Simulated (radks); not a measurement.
Neutral bismuth inside a hard spherical wall (all orbitals vanish at R), configuration held at [Hg] 6p3 and not refilled when levels cross. All-electron calculation, scalar-relativistic Kohn-Sham, PBE, spin-polarised, spherical densities, finite nucleus; open shells are filled with parallel spins first (spin-orbit coupling, left out, can overturn this in heavy ions); Fermi nuclear charge, rms radius 5.5211 fm. Program: a radial shooting solver on a logarithmic mesh with Libxc functionals. Eigenvalues in eV for spin up, with the zero of energy where the potential of the charges vanishes at infinity; a dash marks a level that is unbound or too diffuse for the functional's potential to be trusted. A positive occupied level is held by the wall or, in an anion where self-interaction has pushed it up, behind a barrier. The pressure on the wall is -dE/dV.

R (bohr)  E (hartree)  kinetic (hartree)    e(5p)    e(5d)    e(6s)   e(6p)  e(7s, empty)  e(6d, empty)  pressure (GPa)
free      -21524.3191          24395.212  -95.649  -26.974  -14.953  -5.181             -             -               0
20        -21524.3191          24395.212  -95.649  -26.974  -14.953  -5.181             -             -        < 0.0001
12        -21524.3190          24395.212  -95.645  -26.970  -14.949  -5.177        -0.577         1.083        0.000680
7         -21524.3053          24395.310  -95.082  -26.420  -14.505  -4.709         2.651         3.732           0.780
5         -21524.1610          24396.077  -92.562  -24.007  -12.566  -2.152        13.124        10.063            18.9
4         -21523.7135          24398.131  -88.429  -20.154   -8.918   3.153        31.385        20.429             126
3.5       -21523.0505          24400.981  -84.311  -16.371   -4.584   9.415        50.828        31.391             374
